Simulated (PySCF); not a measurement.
Compound: C₇H₈F (doublet state).
Geometry (GFN2-xTB, Å), atoms numbered from 1 in this order:
```xyz
16
C7H8F angstrom
C     -2.6538    2.0670   -0.4734
C     -1.5650    1.5822   -0.2611
C     -0.3106    1.0631   -0.0140
C     -0.0267   -0.3111   -0.0214
C      1.2008   -0.8583    0.2173
C      2.4601   -0.1357    0.5275
C     -1.2033   -1.2114   -0.3229
F     -0.8668   -2.5409   -0.3216
H     -3.5963    2.4877   -0.6583
H      0.4729    1.7756    0.1920
H      1.2882   -1.9349    0.1809
H      3.2171   -0.3755   -0.2214
H      2.3334    0.9418    0.5589
H      2.8497   -0.4686    1.4912
H     -1.6162   -0.9893   -1.3143
H     -1.9910   -1.0828    0.4291
```

The hyperfine couplings belong to this conformer and change with its torsions.

The species is `C#C[CH]/C(=C\C)CF` [radical].

Computed with PySCF, UKS B3LYP, pcH-1 on C F H, non-relativistic, mean-field spin-orbit, GIAO. The structure is a single GFN2-xTB conformer in the gas phase; no vibrational or solvent corrections. A GFN2-xTB geometry isn't a minimum of the functional, and hyperfine couplings can be far from their values at a DFT geometry. Stability of the SCF solution: not tested. ⟨S²⟩ is 0.781 where a pure state has 0.75.

(1) Break the g tensor into its mass correction, gauge correction and orbital-Zeeman/spin–orbit terms.

(2) At 9.545 GHz, how far is the centre of the isotropic spectrum from where a free electron (g = 2.002319) resonates?

(3) Average each term over the three axes. Which is largest in size?

(4) In a frozen sample, at which fields do the three g values resonate at 9.5, 34, 94 and 263 GHz (hyperfine left aside), and which band first spreads them over more than twice a line width of 0.3 mT?

Results:

(1) 
| Δg (ppm) | 1 | 2 | 3 |
| --- | --- | --- | --- |
| relativistic mass correction | -142 | -142 | -142 |
| gauge correction | -3 | 27 | 32 |
| orbital Zeeman/spin–orbit | 14 | 609 | 808 |
| total | -131 | 493 | 697 |

So g = 2.00219, 2.00281, 2.00302 and g_iso = 2.00267; the tensor is rhombic: the two nearest values differ by 25 % of g3 − g1. Axes: g3 points within 8° of the C1–H9 bond.

(2) B = hν/(g μB) with μB/h = 13.99624 MHz/mT gives 340.59 mT for the free electron and 340.53 mT at g_iso, 0.06 mT lower.

(3) The orbital-Zeeman/spin–orbit term 477, the mass correction -142 and the gauge correction 19 ppm, for a total of 353 ppm. The orbital-Zeeman/spin–orbit term is the largest in size. The mass correction is the same along every axis, so the anisotropy comes from the other two: their spans along these axes are 34 (gauge) and 794 ppm (orbital Zeeman/spin–orbit).

(4) 
```json
{"band": "X", "GHz": "9.5", "B(g3) mT": "338.87", "B(g2) mT": "338.90", "B(g1) mT": "339.01", "spread mT": "0.14"}
{"band": "Q", "GHz": "34.0", "B(g3) mT": "1212.78", "B(g2) mT": "1212.91", "B(g1) mT": "1213.28", "spread mT": "0.50"}
{"band": "W", "GHz": "94.0", "B(g3) mT": "3352.99", "B(g2) mT": "3353.33", "B(g1) mT": "3354.37", "spread mT": "1.39"}
{"band": "J", "GHz": "263.0", "B(g3) mT": "9381.23", "B(g2) mT": "9382.18", "B(g1) mT": "9385.11", "spread mT": "3.88"}
```

The spread grows in proportion to the frequency. W band is the first where it exceeds 0.6 mT.

Largest spin populations (Mulliken): C3 (+0.58), C5 (+0.51), C1 (+0.40) and C4 (-0.22). Three atoms exceed +0.15. The angles at C3 add up to 360.0°, so it is planar.

The HOMO–LUMO gaps are 5.52 eV among the α and 4.46 eV among the β orbitals.
